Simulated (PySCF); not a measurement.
Bond curve of CaAs

Set-up: Ca x2c-SVPall, As x2c-SVPall; spin-free X2C with a Gaussian nucleus (PySCF 2.14). Energies in eV from Ca + As in their ground configurations at the same level. State: ⁴Σ⁻ (quartet), unpaired electrons σ ↑, π ↑↑.

All columns are PBE0. A positive dipole means Ca(−)As(+).

```csv
R (Å),E (eV),μ (D),Mulliken charge on Ca (basis-dependent),HOMO (eV),LUMO (eV),Mayer bond order,⟨S²⟩
2.467,-0.600,-3.24,0.31,-3.95,-2.83,1.16,3.75
2.582,-0.908,-3.36,0.29,-4.01,-2.67,1.14,3.75
2.697,-1.075,-3.49,0.28,-4.07,-2.51,1.12,3.75
2.783,-1.133,-3.59,0.28,-4.12,-2.41,1.10,3.75
2.869,-1.150,-3.68,0.27,-4.16,-2.31,1.08,3.75
2.955,-1.134,-3.77,0.26,-4.20,-2.22,1.06,3.76
3.070,-1.080,-3.86,0.26,-4.26,-2.21,1.02,3.76
3.213,-0.977,-3.91,0.25,-4.32,-2.27,0.96,3.76
3.385,-0.831,-3.87,0.23,-4.39,-2.32,0.88,3.77
3.615,-0.637,-3.63,0.20,-4.46,-2.37,0.75,3.78
```

A fit through these points gives, at Re = 2.866 Å, μ = -3.68 D and dμ/dR = -1.08 D/Å; the reduced mass is 26.06 u.

**Question.** How strong is the fundamental in the double-harmonic approximation, I = 42.26·(dμ/dR)²/μred km/mol?

**Answer.** I = 42.26·(-1.08)²/26.06 = 1.89 km/mol at PBE0.

Spin–orbit coupling is left out. The state is the lowest determinant that a PBE0 search found; another state may lie lower at other levels.
